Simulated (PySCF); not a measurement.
Electron correlation in Ar(3+) (argon, charge +3)

[Ne] 3s2 3p3, high-spin 4S determinant. Computed with PySCF 2.14 in def2-TZVP (5s5p2d1f, 37 functions), with the non-relativistic Hamiltonian (point nucleus). Frozen: [Ne]; 5 electrons correlated.

MP2 pair energies summed by pair of shells (mhartree):

```json
{"pair": "3s-3p", "energy": "-65.91", "share (%)": "66.9"}
{"pair": "3p-3p", "energy": "-23.28", "share (%)": "23.6"}
{"pair": "3s-3s", "energy": "-9.38", "share (%)": "9.5"}
```

Total MP2 correlation energy: -98.58 mhartree.

Same-spin part -26.23 and opposite-spin part -72.34 mhartree; SCS-MP2 scales them by 1/3 and 6/5 to -95.56 mhartree.

```tsv
level	correlation energy (mhartree)
CCSD	-121.58
(T)	-3.10
CCSD(T)	-124.68
```

Diagnostics: T1 = 0.0022, D1 = 0.0060, largest double amplitude 0.063.

Cost of the coupled-cluster step: 0.21 s of wall time on 1 thread of Intel(R) Xeon(R) 6975P-C (shared host), for 5 correlated electrons.
